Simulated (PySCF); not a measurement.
CH₈AlNO₂Si, SMILES [OH][Al]([N]([SiH3])C)[OH].

The structure is a stationary point at PBE0-D3(BJ)/def2-SVP. The structure was generated by enumeration; whether it is a known compound was not checked. The values are those of a single conformer.

The numbers are results of PBE/def2-TZVP run with PySCF, not measurements.

Symmetry labels are those of the subgroup Cs that the program uses (full group Cs).

**Question.** List the valence orbital energies around the gap with their symmetry. (Estimate from the structure and the level; the computed values follow.)

**Answer.** 
```csv
orbital,symmetry,energy (eV)
HOMO−7,A',-8.40
HOMO−6,A",-8.29
HOMO−5,A',-8.07
HOMO−4,A',-7.89
HOMO−3,A",-7.78
HOMO−2,A',-7.51
HOMO−1,A",-7.27
HOMO,A",-5.76
LUMO,A',-1.27
LUMO+1,A",0.09
LUMO+2,A',0.11
LUMO+3,A',0.42
```
